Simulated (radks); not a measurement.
The numbers below are computed, except where a source is named.
Effect of the nuclear size on the tellurium ion Te43+, [He] 2s2 2p5. Level of theory: Dirac Kohn-Sham, BLYP, spin-unpolarised, spherical densities, finite nucleus; open shells fill j = l - 1/2 first; Fermi nuclear charge, rms radius 4.7423 fm (a radial shooting solver on a logarithmic mesh with Libxc functionals). The rms radius is varied about that value; shifts are against it.

rms radius (fm)  total energy shift (eV)  density at nucleus (e/bohr^3)  1s1/2 shift (meV)  2s1/2 shift (meV)  2p1/2 shift (meV)  2p3/2 shift (meV)  3s1/2 (empty) shift (meV)
3.9361                             -1.63                      2.309e+05               -697              -86.6               1.80               3.71                      -23.1
4.3297                            -0.865                      2.273e+05               -370              -46.0              0.957               1.97                      -12.3
4.7423                                 0                      2.239e+05              0.000              0.000              0.000              0.000                      0.000
4.9604                             0.483                      2.222e+05                207               25.7             -0.534              -1.10                       6.86
5.7761                              2.45                      2.166e+05               1050                130              -2.71              -5.59                       34.8

Slopes of the eigenvalues against <r^2> in GHz/fm^2, as finite differences over the two radii next to the reference (eigenvalue slopes, not the field-shift constants of lines): 1s1/2 23800, 2s1/2 2960, 2p1/2 -61.5, 2p3/2 -127, 3s1/2 (empty) 790.
